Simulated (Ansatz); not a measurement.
Total energies of `COc1ccc(-c2ccc(-c3ccc(-c4ccc(-c5ccc(-c6ccc(-c7ccc(-c8ccc(C(F)=C(F)F)cc8)o7)o6)o5)o4)o3)o2)cc1` from Ansatz at PBE0-D4/def2-SVP, gas phase (1 Eh = 27.2114 eV = 2625.5 kJ/mol). The reference geometry is relaxed at r2SCAN-D4/def2-SVP.

```json
{"state": "charge 0 singlet", "geometry": "reference", "energy (Eh)": "-2321.82162"}
{"state": "charge 1 doublet", "geometry": "reference", "energy (Eh)": "-2321.60948"}
{"state": "charge -1 doublet", "geometry": "reference", "energy (Eh)": "-2321.86432"}
{"state": "free C atom (triplet)", "geometry": "–", "energy (Eh)": "-37.76066"}
{"state": "free O atom (triplet)", "geometry": "–", "energy (Eh)": "-74.92490"}
{"state": "free F atom (doublet)", "geometry": "–", "energy (Eh)": "-99.54906"}
{"state": "free H atom (doublet)", "geometry": "–", "energy (Eh)": "-0.50029"}
```

Single mean-field runs in def2-SVP are fitted with def2-universal-jkfit.

(1) Work out the vertical ionisation energy to the doublet.

(2) Work out the vertical electron affinity, to the doublet.

(3) Give the fundamental gap IE − EA, the Mulliken electronegativity (IE + EA)/2 and the hardness (IE − EA)/2.

(4) What is the binding energy per atom against free atoms?

(1) E(charge 1 doublet) − E(charge 0 singlet) = -2321.60948 − (-2321.82162) = 0.21214 Eh = 5.77 eV. For comparison, −ε of the highest occupied level is 4.85 eV at this level, 0.92 eV less.

(2) E(charge 0 singlet) − E(charge -1 doublet) = -2321.82162 − (-2321.86432) = 0.04270 Eh = 1.16 eV. The basis lacks diffuse functions, which makes affinities too small.

(3) From the values in Eh: IE − EA = 0.21214 − 0.04270 = 0.16944 Eh = 4.61 eV; (IE + EA)/2 = 3.47 eV; (IE − EA)/2 = 2.31 eV. The HOMO–LUMO gap of the same run is 2.86 eV, 1.75 eV smaller than the fundamental gap.

(4) Atoms: 39 × (-37.76066) + 7 × (-74.92490) + 3 × (-99.54906) + 23 × (-0.50029) = -2307.29389 Eh. Binding: -2307.29389 − (-2321.82162) = 14.52773 Eh = 395.32 eV, or 5.49 eV for each of 72 atoms (no zero-point energy, no counterpoise term).
